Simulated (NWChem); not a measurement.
Species: C$_{3}$H$_{4}$Cl$_{2}$; SMILES CC=C(Cl)Cl

```xyz
9

C     -0.9539     2.2620     0.0000
C     -1.1233     0.7833     0.0000
C     -0.1438    -0.1260     0.0000
Cl     1.5369     0.2740     0.0000
Cl    -0.4616    -1.8235     0.0000
H     -1.4377     2.7080    -0.8845
H      0.1050     2.5511     0.0000
H     -1.4377     2.7080     0.8845
H     -2.1407     0.3802     0.0000
```
Atoms are numbered in this order, from 1.

Program: NWChem. Pople sets run with spherical d functions. STO-3G and 3-21G are far too small for this property and stand as cheap habits. Coordinates come from a PBE0/def2-SVP optimisation. B3LYP is NWChem's, with the RPA form of VWN correlation. GIAO values for the isolated, static molecule; σ is the absolute isotropic shielding, δ = σ(reference) − σ with the isolated reference molecule computed at the same levels (13C: tetramethylsilane, 1H: tetramethylsilane).

For level Hartree-Fock/STO-3G:

```
Quantity                 Result
-----------------------  ------
δ C1 (ppm)                 21.9
δ C2 (ppm)                123.2
σ Cl4 (ppm)               985.3
σ Cl5 (ppm)               967.2
δ H6 (rotor mean) (ppm)    1.81
δ H9 (ppm)                 6.26
```

Question: Estimate the same quantities for level B3LYP/6-31G*.

Answer: The δ C1 (ppm) is 15.7, the δ C2 (ppm) is 120.3 and the σ Cl4 (ppm) comes out as 678.1. The σ Cl5 (ppm) is 641.1, the δ H6 (rotor mean) (ppm) is 1.71 and the δ H9 (ppm) is 5.62.
